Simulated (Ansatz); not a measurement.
C2H5BS at its PBE0-D4/def2-TZVP geometry, where that method's forces vanish. Charge 0, multiplicity 1. The bonds changed during the relaxation, so this is another structure than the one it started from.

```xyz
9

S    -0.5445    0.2026    1.5728
C     0.6895    0.3918    0.3117
B    -0.6831    0.6797   -0.3306
C     0.2074   -0.5221   -0.7821
H    -0.6854   -1.1490    1.6428
H     1.6612    0.7967    0.5520
H    -1.3842    1.5612   -0.6976
H     0.0100   -1.5675   -0.5399
H     0.7290   -0.3932   -1.7291
```

Problem. What forces (eV/Å) does B3LYP-D4/def2-TZVPP give on these atoms in the Gaussian-basis code of Ansatz? (Best estimate.)

Solution. Computed: 
```
S1  -0.157 -0.078  0.467
C2   0.212  0.149 -0.054
B3  -0.065  0.183 -0.251
C4   0.017 -0.128 -0.219
H5  -0.016 -0.006  0.035
H6  -0.061 -0.028 -0.028
H7   0.080 -0.108  0.035
H8   0.017  0.049 -0.035
H9  -0.029 -0.033  0.051
```

B3LYP here is the variant with VWN-RPA as its local correlation; programs differ in this.
